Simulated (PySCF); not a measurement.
Which basis set comes closest?

Molecule: SMILES N#Cc1ccoc1, C5H3NO.

Molfile (atoms numbered from 1):
```
C5H3NO
     RDKit          3D

 10 10  0  0  0  0  0  0  0  0999 V2000
    3.1378   -0.4701   -0.2712 N   0  0  0  0  0  0  0  0  0  0  0  0
    2.0033   -0.2573   -0.1626 C   0  0  0  0  0  0  0  0  0  0  0  0
    0.6117   -0.0041   -0.0322 C   0  0  0  0  0  0  0  0  0  0  0  0
   -0.4699   -0.9341   -0.2166 C   0  0  0  0  0  0  0  0  0  0  0  0
   -1.6029   -0.2211    0.0168 C   0  0  0  0  0  0  0  0  0  0  0  0
   -1.3015    1.0595    0.3270 O   0  0  0  0  0  0  0  0  0  0  0  0
    0.0271    1.1926    0.2981 C   0  0  0  0  0  0  0  0  0  0  0  0
   -0.3900   -1.9838   -0.4859 H   0  0  0  0  0  0  0  0  0  0  0  0
   -2.6591   -0.4754    0.0017 H   0  0  0  0  0  0  0  0  0  0  0  0
    0.4372    2.1726    0.5265 H   0  0  0  0  0  0  0  0  0  0  0  0
  1  2  3  0
  2  3  1  0
  3  4  1  0
  4  5  2  0
  5  6  1  0
  6  7  1  0
  7  3  2  0
  4  8  1  0
  5  9  1  0
  7 10  1  0
M  END
```

Geometry PBE0-D3(BJ)/def2-SVP throughout; GIAO in PySCF 2.14, gas phase, one conformer, non-relativistic; equivalent atoms averaged; functional PBE0.

Reference values (estimated from measurements, as parent shift plus tabulated substituent increments; solution, not stated per compound (mostly CDCl3 or CCl4); Pretsch, Buehlmann, Badertscher, Structure Determination of Organic Compounds, 4th ed. (2009)): δ(H10) = 7.83 ppm, δ(H8) = 6.52 ppm, δ(H9) = 7.36 ppm. Computed shifts are taken against TMS, calculated as an isolated molecule at each level.

Question: How do the basis sets STO-3G, pcSseg-0, 6-31G, 6-31G*, cc-pVDZ, def2-SVP, pcSseg-1, aug-cc-pVDZ, 6-311+G(2d,p), def2-TZVP, cc-pVTZ, IGLO-III perform against the reference? Times are CPU seconds on shared hosts with different chips, so compare them loosely.

Answer: 
```csv
basis set,functions,H10,H8,H9,mean abs. error H,core-s
STO-3G,38,7.36,6.32,6.94,0.36,2.1
pcSseg-0,69,7.84,6.78,7.40,0.10,5.2
6-31G,69,7.90,6.78,7.47,0.15,4.3
6-31G*,104,7.54,6.38,7.17,0.21,6.1
cc-pVDZ,113,7.65,6.55,7.22,0.12,10
def2-SVP,113,7.42,6.53,6.98,0.27,8.9
pcSseg-1,134,7.80,6.76,7.40,0.10,12
aug-cc-pVDZ,188,7.99,6.80,7.59,0.22,21
"6-311+G(2d,p)",207,7.93,6.77,7.48,0.16,16
def2-TZVP,235,7.87,6.78,7.45,0.13,30
cc-pVTZ,252,7.84,6.77,7.42,0.11,32
IGLO-III,275,7.91,6.77,7.48,0.15,38
```

For $^{1}$H the closest is pcSseg-0 (0.10 ppm, with pcSseg-1, cc-pVTZ, cc-pVDZ, def2-TZVP practically level) and the furthest STO-3G (0.36 ppm). Where a smaller basis beats a larger one, errors probably cancel. One molecule is a small sample, and vibrational and solvent effects are absent from the calculation.

A small basis that lands close on one nucleus may do so by chance; judge by the trend and by all nuclei.
